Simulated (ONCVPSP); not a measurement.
u(r) = r·R(r): atom against pseudo-atom (gold (Au))

Columns: radius, all-electron u(r) and pseudo u(r) of the 6s shell (level -6.63 eV) of gold in the configuration [Kr] 4d10 4f14 5s2 5p6 5d10 6s0.5 6p0.5; PBE, scalar-relativistic, ONCV scheme, ONCVPSP 4.0.1.

```tsv
r (bohr)	all-electron	pseudo
0.123	-0.1328	0.0110
0.245	0.1105	0.0243
0.368	0.1698	0.0420
0.490	-0.0499	0.0648
0.613	-0.2464	0.0935
0.735	-0.3129	0.1278
0.858	-0.2667	0.1686
0.980	-0.1528	0.2152
1.103	-0.0092	0.2675
1.225	0.1355	0.3228
1.348	0.2687	0.3792
1.470	0.3815	0.4335
1.593	0.4740	0.4846
1.715	0.5451	0.5312
1.838	0.5980	0.5741
1.960	0.6344	0.6117
2.083	0.6572	0.6426
2.205	0.6685	0.6630
2.328	0.6705	0.6706
2.450	0.6650	0.6663
2.573	0.6535	0.6548
2.695	0.6375	0.6388
2.818	0.6180	0.6192
2.940	0.5960	0.5973
3.063	0.5721	0.5733
3.185	0.5473	0.5485
```

Q: How many radial nodes do the two functions have?

A: The all-electron 6s function has n − l − 1 = 5 (the table is too coarse to show those close to the nucleus); the pseudo-wave has 0, since the states of the same l below it are removed with the core.

Q: Is the pseudo-wave norm-conserving?

A: Yes: the ONCV scheme keeps the norm inside the radius equal to the all-electron one, which fixes the energy derivative of the logarithmic derivative at the level.
